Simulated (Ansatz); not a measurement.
Compare A (`CC(C)[O][AlH2]`) with its isomer B (`CO[CH2][AlH][CH3]`).

Calculated with Ansatz (gas phase, PBE0-D4/def2-TZVP geometries, no zero-point term in ΔE). CCSD(T)/CBS adds triple-zeta CCSD(T) − MP2 to the extrapolated MP2 energy (def2 sets, frozen cores). Functionals use def2-TZVPP. Each species was taken in one conformer, which may not be the lowest.

A:

```xyz
14

C     1.608    0.464   -0.469
C     0.543   -0.401    0.178
C    -0.091    0.284    1.373
O    -0.406   -0.765   -0.789
Al   -2.033   -0.598   -1.181
H     2.034   -0.045   -1.336
H     1.174    1.410   -0.805
H     2.413    0.685    0.236
H     1.020   -1.329    0.524
H    -0.852   -0.352    1.833
H    -0.568    1.222    1.073
H     0.662    0.513    2.131
H    -2.473   -1.280   -2.534
H    -3.030    0.192   -0.236
```

B:

Z-matrix (Å, degrees):
```
C
O 1 1.393
H 1 1.100 2 111.7
H 1 1.091 2 108.1 3 -119.8
H 1 1.104 2 111.8 3 120.9
C 2 1.421 1 111.8 3 -62.2
Al 6 1.988 2 114.3 1 -73.6
H 6 1.103 2 110.4 1 55.1
H 6 1.099 2 106.1 1 168.0
C 7 1.951 6 121.3 2 -6.3
H 7 1.595 6 117.7 2 176.7
H 10 1.093 7 112.2 6 -10.6
H 10 1.096 7 110.6 6 109.6
H 10 1.094 7 111.5 6 -132.3
```

Task: Which is lower in electronic energy at CCSD(T)/CBS, and by how much? (Estimate.)

Result: Ansatz gave: A, by 44.4 kcal/mol.

Task: Give E(B) − E(A) in kcal/mol with CCSD(T)/def2-SVP, PBE0-D4, PBE-D4, MP2/def2-TZVPP, CCSD/def2-TZVPP, r2SCAN-D4, BLYP-D4. (An estimate is asked.)

Result: Computed: CCSD(T)/def2-SVP 47.6, PBE0-D4 41.4, PBE-D4 39.4, MP2/def2-TZVPP 45.8, CCSD/def2-TZVPP 44.8, r2SCAN-D4 42.5, BLYP-D4 41.2. None reverses the order clearly.

Task: Does the order hold for the free energy at 298.15 K (harmonic terms from PBE0-D4)? (An estimate is asked.)

Result: Ansatz gave: Yes: G(B) − G(A) = +43.4 kcal/mol, for one conformer each. Modes under 60 cm⁻¹, often nearly free rotors, make the harmonic entropy too high.

Largest T1 diagnostic: 0.012.

From r2SCAN to r2SCAN0 (25 % exact exchange), in def2-TZVPP and without D4, E(B) − E(A) moves by +1.0 kcal/mol. In def2-TZVPP, CCSD(T) changes the Hartree–Fock value by −2.7 kcal/mol (the triples alone add −0.5 kcal/mol) and MP2 by −1.2 kcal/mol.
